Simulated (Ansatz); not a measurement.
## CH7BOSn: structure from calculated spectroscopic constants

These gas-phase data were calculated for one isomer of CH7BOSn at PBE-D3(BJ)/def2-SVP (harmonic, unscaled wavenumbers; equilibrium rotational constants with average atomic masses):

```
rotational constants            : 25.45, 1.335, 1.306 GHz
all wavenumbers above 1500 cm⁻¹ : 3075, 3034, 2960, 2416, 1889, 1888, 1858
```

Candidates:

(1) `C[B](O)[SnH3]`, a singlet
(2) `CB[O][SnH3]`, a singlet

Problem. Assign the data to one candidate and say why.

Solution. Candidate (2). No mode falls between 3300 and 4000 cm⁻¹, where the O–H stretch of (1) would stand.

The same quantities for all candidates:

```
     rotational constants (GHz)               wavenumbers above 1500 cm⁻¹  E above the lowest, PBE-D3(BJ)/def2-SVP (kcal/mol)
(1)         7.644, 1.841, 1.532  3722, 3068, 3041, 2961, 1837, 1833, 1803                                                 2.5
(2)         25.45, 1.335, 1.306  3075, 3034, 2960, 2416, 1889, 1888, 1858                                                 0.0
```

Harmonic stretches to hydrogen usually lie a few per cent above observed fundamentals. Each candidate is one conformer. Atoms past krypton carry core potentials. Programs: Ansatz 0.2.0.
